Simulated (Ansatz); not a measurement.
Relaxation of CH$_{4}$AlClF (8 atoms, charge 0, multiplicity 2), to a largest force component of 0.03 eV/Å in at most 50 steps.

Level of theory: UKS PBE0-D4/cc-pVDZ in Ansatz 0.2.0.

```xyz
8
Properties=species:S:1:pos:R:3
Al 0.071 0.001 -0.259
H 0.178 0.001 2.496
F 1.460 -0.004 -1.237
C -1.715 0.002 -1.098
H -2.254 -0.917 -0.819
H -2.298 0.863 -0.736
H -1.613 0.054 -2.193
Cl -0.153 0.001 3.795
```

Problem. Where does it end, and by what steps?

Solution. The run converged. After 3 steps the energy has fallen by 0.029 eV; Cl8 moved furthest, 0.21 Å.

| step | energy less start (eV) | largest force component (eV/Å) | accepted |
| --- | --- | --- | --- |
| 0 | 0.0000 | 0.820 | yes |
| 1 | -0.0287 | 0.050 | yes |
| 2 | -0.0285 | 0.041 | no |
| 3 | -0.0294 | 0.023 | yes |

```xyz
8
Properties=species:S:1:pos:R:3
Al 0.060 0.001 -0.159
H 0.135 0.003 2.289
F 1.464 -0.007 -1.115
C -1.705 0.002 -1.039
H -2.254 -0.918 -0.782
H -2.304 0.862 -0.697
H -1.571 0.056 -2.131
Cl -0.148 0.001 3.583
```

Whether the end is a true minimum wasn't checked by a vibrational analysis.

Run time: 13 s on 2 threads of Arm Neoverse V2, on a shared host, peak memory 0.22 GiB.
